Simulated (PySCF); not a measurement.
## CsSn⁺: frontier orbitals

r²SCAN0 at R = 4.294 Å; Cs def2-SVPD with ECP46, Sn def2-SVPD with ECP28; scalar-relativistic core potentials (PySCF 2.14). State: ³Π (triplet), unpaired electrons σ ↑, π ↑. Only the outer orbitals are listed, counted within each symmetry, core potentials removing the inner ones.

```csv
spin,orbital,occ.,ε (eV),on Cs (%),main shells (%)
α,3π,1,-19.95,100,100 Cs p
α,3π,1,-19.94,100,100 Cs p
α,5σ,1,-19.91,99,100 Cs p
α,6σ,1,-16.13,0,100 Sn s
α,7σ,1,-8.90,4,95 Sn p
α,4π,1,-8.59,1,99 Sn p
α,4π,0,-6.50,2,97 Sn p
α,8σ,0,-4.11,96,96 Cs s
α,5π,0,-2.59,84,"59 Cs p, 25 Cs d, 14 Sn d"
β,3π,1,-19.94,100,100 Cs p
β,3π,1,-19.93,100,100 Cs p
β,5σ,1,-19.88,100,100 Cs p
β,6σ,1,-14.23,0,100 Sn s
β,4π,0,-5.73,2,97 Sn p
β,7σ,0,-5.16,24,"75 Sn p, 19 Cs s"
β,4π,0,-4.65,6,93 Sn p
```

Which are the highest filled and the lowest empty level, where do they sit, and how wide is the gap?

Highest filled α 4π at -8.59 eV (in %: 99 Sn p); lowest empty α 4π at -6.50 eV (in %: 97 Sn p); the gap at r²SCAN0 is 2.09 eV. Both belong to one degenerate shell, split only by its one-sided filling, so this is no excitation gap.

The bond order (Mayer) is 0.07. The ⟨S²⟩ is 2.006. The charge on Cs (Mulliken, basis-dependent) is 0.96, the charge on Cs (Löwdin, basis-dependent) is 0.80 and the dipole moment (positive dipole points towards Sn; it is taken about the centre of mass and depends on that origin) is -7.33 D.

Spin–orbit coupling is left out. The state is the lowest determinant that a PBE0 search found; another state may lie lower at other levels.
